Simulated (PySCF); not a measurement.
A calculated (UHF, PySCF 2.14, def2-TZVP, the non-relativistic Hamiltonian (point nucleus)) atom or ion has these occupied shells.

| shell | electrons | orbital energy (eV) | rms radius, mean of both spins (bohr) |
| --- | --- | --- | --- |
| 1s α | 1 | -718.53 | 0.204 |
| 1s β | 1 | -717.21 | 0.204 |
| 2s α | 1 | -45.457 | 1.10 |
| 2s β | 1 | -40.154 | 1.10 |
| 2p α | 3 | -20.896 | 1.24 |
| 2p β | 2 | -18.467 | 1.24 |

Q: Name the element and its charge.

A: F (fluorine, neutral), in [He] 2s2 2p5, 2P determinant.
